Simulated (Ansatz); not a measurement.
A run for Ansatz (a first-principles code): R-CCSD(T)/def2-SVPD on AsH3 (SMILES [AsH3]). The run froze 14 orbitals, filled d shells among them.

Ansatz 0.2 input:
```yaml
crystal:
  periodic: [false, false, false]
  atoms:
    - {symbol: As, position_ang: [0.21537326, 0.38394435, 3.14906391]}
    - {symbol: H, position_ang: [0.31419346, 0.51023955, 4.66764707]}
    - {symbol: H, position_ang: [-1.29438952, 0.58418694, 3.16542766]}
    - {symbol: H, position_ang: [0.47302324, 1.87102326, 2.94366207]}
basis:
  gaussian:
    orbitals: def2-SVPD
magnetization: {spin_polarized: false}
correlation: {method: ccsd_t, electrons: outside_noble_gas}
scf: {lower_state_search: off}
```

Program output:

```
Functional definition: HF
[...]
these checks for a lower state are left out or cut short: stability, starts, cluster_reference, orbital_swaps, neighbouring_geometries, increment
integrals: 0.03 GiB planned
599 factors; integrals over basis functions are off by at most 1.1e-3 eV
mean field: 0.12 GiB planned
mean field evaluation 1: about -60834.7588 eV, gradient 8.3e0 eV
mean field evaluation 2: about -60834.7712 eV, gradient 8.4e0 eV
mean field evaluation 4: about -60835.1922 eV, gradient 6.2e-1 eV
mean field evaluation 8: about -60835.1959 eV, gradient 5.7e-2 eV
mean field -60835.19587099 eV, -2235.6522126820 hartree, gradient 1.5e-6 eV, S^2 0.000000; 0 other end points of the search recorded, 0 dependent functions left out
14 core orbitals not correlated
reference -60835.19587099 eV, -2235.6522126820 hartree; 4, 4 occupied and 44, 44 virtual orbitals, 599 factors
second order -3.57663121 eV of doubles, -0.00000000 eV of singles
coupled cluster: 0.09 GiB planned
cycle   1  -4.13315519 eV  change   -5.6e-1 eV  update   5.8e-2
cycle   2  -4.33388260 eV  change   -2.0e-1 eV  update   2.1e-2
cycle   3  -4.34330581 eV  change   -9.4e-3 eV  update   5.3e-3
cycle   4  -4.34230769 eV  change    1.0e-3 eV  update   1.7e-3
cycle   5  -4.34197154 eV  change    3.4e-4 eV  update   5.1e-4
cycle   6  -4.34193024 eV  change    4.1e-5 eV  update   1.4e-4
cycle   7  -4.34195381 eV  change   -2.4e-5 eV  update   4.5e-5
cycle   8  -4.34195633 eV  change   -2.5e-6 eV  update   1.3e-5
cycle   9  -4.34195336 eV  change    3.0e-6 eV  update   2.7e-6
perturbative correction -0.11606276 eV, -0.0042652279 hartree
Total energy: -60839.65388711 eV, -2235.8160417529 hartree
Checks for a lower state left out: stability, starts, cluster_reference, orbital_swaps, neighbouring_geometries, increment
```

The calculation finished and met its thresholds.

Cost: about 0.5 core-seconds (a rough figure).
